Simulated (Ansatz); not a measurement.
C2H8OSi2 can be A, `C=C[SiH2][SiH2]O`, or B, `O/C([SiH3])=C/[SiH3]`.

Calculated with Ansatz (gas phase, PBE0-D4/def2-TZVP geometries, no zero-point term in ΔE). CCSD(T)/CBS is the MP2 limit (def2-TZVPP, def2-QZVPP) plus CCSD(T) − MP2 in def2-TZVPP, frozen cores. Functionals use def2-TZVPP. B3LYP here is the variant with VWN-RPA as its local correlation; programs differ in this. Each species was taken in one conformer, which may not be the lowest.

(1) Which isomer does CCSD(T)/CBS put lower? Give the gap. (An estimate is asked.)

(2) Give E(B) − E(A) in kcal/mol with CCSD(T)/def2-TZVPP, ωB97M-V, PBE0-D4, B2PLYP, B3LYP-D4, MP2/def2-TZVPP, CCSD/def2-TZVPP. (An estimate is asked.)

Largest T1 diagnostic: 0.013.

Answers

(1) The calculation gave: A, by 34.2 kcal/mol.

(2) The calculation gave: CCSD(T)/def2-TZVPP 33.3, ωB97M-V 31.5, PBE0-D4 32.1, B2PLYP 33.3, B3LYP-D4 32.2, MP2/def2-TZVPP 33.2, CCSD/def2-TZVPP 34.2. None reverses the order clearly.

In def2-TZVPP, CCSD(T) changes the Hartree–Fock value by −2.4 kcal/mol (the triples alone add −0.9 kcal/mol) and MP2 by −2.5 kcal/mol. From PBE to PBE0 (25 % exact exchange), in def2-TZVPP and without D4, E(B) − E(A) moves by +1.4 kcal/mol.
